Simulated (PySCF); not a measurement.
F2H4O3Si2, SMILES [Si]([SiH](F)F)(O)(O)O.

Geometry: PBE0-D3(BJ)/def2-SVP. This is a generated structure with no PubChem entry under its InChIKey; it may be hypothetical. The values are those of a single conformer.

Two levels are set side by side: PBE/def2-TZVP (PySCF) and CAM-B3LYP/def2-TZVP (PySCF). Same geometry, gas phase. Differences are taken from unrounded values.

```tsv
quantity	CAM-B3LYP
orbital gap (eV)	10.29
highest occupied level (eV)	-9.77
lowest empty level (eV)	0.52
dipole moment (D)	1.79
mean polarisability (bohr³)	55.6
```

Question: What does PBE give, and how far is it from CAM-B3LYP? (The exact figures need the calculation; the answer reports its results.)

Answer: 
| quantity | PBE | PBE minus CAM-B3LYP |
|---|---|---|
| orbital gap (eV) | 5.60 | -4.69 |
| highest occupied level (eV) | -6.97 | 2.80 |
| lowest empty level (eV) | -1.37 | -1.89 |
| dipole moment (D) | 1.82 | 0.03 |
| mean polarisability (bohr³) | 60.1 | 4.5 |

Without exact exchange PBE keeps part of each electron's self-repulsion, which lifts occupied levels and narrows the gap. Loosely held outer electrons make PBE densities more polarisable. Differences between two approximate levels are no errors against the true value.

Rough cost on one machine, each run with all the roots and properties that it gave: CAM-B3LYP against PBE within a factor of 2.
